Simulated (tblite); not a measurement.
Compound: C6H12P2.
Numbering: `[CH2:1]=[CH:2]/[C:3]([CH3:4])=[P:5]/[P:6]([CH3:7])[CH3:8]` (hydrogens: H9, H10 on C1; H11 on C2; H12, H13, H14 on C4; H15, H16, H17 on C7; H18, H19, H20 on C8)

Computed with GFN2-xTB (tblite), gas phase: L-BFGS steps from a force-field or distance-geometry start until the largest atomic force falls under 0.01 eV/Å.

Geometry at step 4:
```
atom  x, y, z in Å
C1      3.5259    1.1723    0.2140
C2      2.2216    1.4117    0.0935
C3      1.2115    0.4436   -0.2720
C4      1.6519   -0.9536   -0.5928
P5     -0.3682    1.0792   -0.2498
P6     -1.6913   -0.5762   -0.8137
C7     -1.9514   -1.2439    0.9103
C8     -3.2655    0.4229   -0.9511
H9      4.2191    1.9466    0.4887
H10     3.9516    0.2011    0.0505
H11     1.8759    2.4178    0.2853
H12     2.1287   -1.4137    0.2757
H13     0.8451   -1.6164   -0.9063
H14     2.3918   -0.9381   -1.3950
H15    -1.0213   -1.6938    1.2496
H16    -2.2532   -0.4683    1.6133
H17    -2.7195   -2.0121    0.8677
H18    -3.4486    1.0347   -0.0680
H19    -4.1000   -0.2673   -1.0816
H20    -3.2094    1.0643   -1.8296
```

Question: Give the atomic forces at this geometry.

Answer: 
```tsv
atom	Fx (eV/Å)	Fy (eV/Å)	Fz (eV/Å)
C1	0.112	-0.056	0.012
C2	0.059	-0.101	-0.033
C3	-0.110	-0.005	-0.015
C4	0.026	-0.116	-0.014
P5	-0.057	0.033	-0.031
P6	-0.051	0.025	0.097
C7	-0.006	0.015	-0.077
C8	0.128	-0.086	0.024
H9	0.004	0.057	0.014
H10	0.068	-0.119	-0.027
H11	-0.171	0.021	-0.013
H12	-0.012	0.095	0.036
H13	-0.178	0.248	0.026
H14	-0.003	0.082	0.011
H15	0.012	-0.038	0.025
H16	0.011	0.022	-0.057
H17	-0.029	-0.032	0.013
H18	0.088	-0.018	-0.014
H19	0.074	-0.001	-0.002
H20	0.038	-0.028	0.023
```

The largest, 0.31 eV/Å, acts on H13; the rms over all components is 0.070 eV/Å. The forces sum to zero within rounding, as they must for an isolated molecule in no field.

Question: Give the force on H13 in Eh/bohr and in nN.

Answer: 0.306 eV/Å ÷ 51.422 = 0.00596 Eh/bohr, and 0.306 eV/Å × 1.602 = 0.49 nN.

Question: How far is this geometry from the end of the optimisation?

Answer: 0.045 eV above it, and 0.081 Å rms away after alignment. The bonds farthest from their final lengths, with half the difference of the two atoms' forces along the bond (positive lengthens):

```json
{"bond": "P6–C8", "now (Å)": "1.870", "final (Å)": "1.854", "force along bond (eV/Å)": "-0.10"}
{"bond": "P6–C7", "now (Å)": "1.867", "final (Å)": "1.862", "force along bond (eV/Å)": "-0.08"}
{"bond": "C3–C4", "now (Å)": "1.500", "final (Å)": "1.495", "force along bond (eV/Å)": "+0.07"}
{"bond": "C1–H10", "now (Å)": "1.073", "final (Å)": "1.076", "force along bond (eV/Å)": "+0.02"}
{"bond": "C2–C3", "now (Å)": "1.446", "final (Å)": "1.443", "force along bond (eV/Å)": "+0.02"}
{"bond": "C2–H11", "now (Å)": "1.081", "final (Å)": "1.084", "force along bond (eV/Å)": "+0.10"}
```

The angle farthest from its final value is C3–C4–H13, 114.2° against 111.3°.
